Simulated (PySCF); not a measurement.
## Radial density of Pd²⁺ (palladium, charge +2)

UHF, [Kr] 4d8, high-spin 3F determinant. All numbers are calculated (PySCF 2.14, scalar relativity through the core potential, in aug-cc-pwCVTZ-PP with ECP28MDF). This is the valence pseudo-density: the core potential removes the inner electrons and smooths the orbitals near the nucleus.

```json
{"r (bohr)": "0.0171", "4πr²ρ (e/bohr)": "1.302e-05", "4πr²(ρα − ρβ)": "0.0000"}
{"r (bohr)": "0.0288", "4πr²ρ (e/bohr)": "3.277e-05", "4πr²(ρα − ρβ)": "0.0000"}
{"r (bohr)": "0.0485", "4πr²ρ (e/bohr)": "7.508e-05", "4πr²(ρα − ρβ)": "0.0000"}
{"r (bohr)": "0.0815", "4πr²ρ (e/bohr)": "0.0002463", "4πr²(ρα − ρβ)": "0.0000"}
{"r (bohr)": "0.137", "4πr²ρ (e/bohr)": "0.002276", "4πr²(ρα − ρβ)": "0.0003"}
{"r (bohr)": "0.231", "4πr²ρ (e/bohr)": "0.03425", "4πr²(ρα − ρβ)": "0.0046"}
{"r (bohr)": "0.388", "4πr²ρ (e/bohr)": "0.7901", "4πr²(ρα − ρβ)": "0.0744"}
{"r (bohr)": "0.652", "4πr²ρ (e/bohr)": "9.914", "4πr²(ρα − ρβ)": "0.7813"}
{"r (bohr)": "1.10", "4πr²ρ (e/bohr)": "15.13", "4πr²(ρα − ρβ)": "1.7709"}
{"r (bohr)": "1.85", "4πr²ρ (e/bohr)": "3.618", "4πr²(ρα − ρβ)": "0.6721"}
{"r (bohr)": "3.10", "4πr²ρ (e/bohr)": "0.2192", "4πr²(ρα − ρβ)": "0.0393"}
{"r (bohr)": "5.22", "4πr²ρ (e/bohr)": "0.001220", "4πr²(ρα − ρβ)": "0.0001"}
```

Energies and moments cover only the electrons outside the core potential.
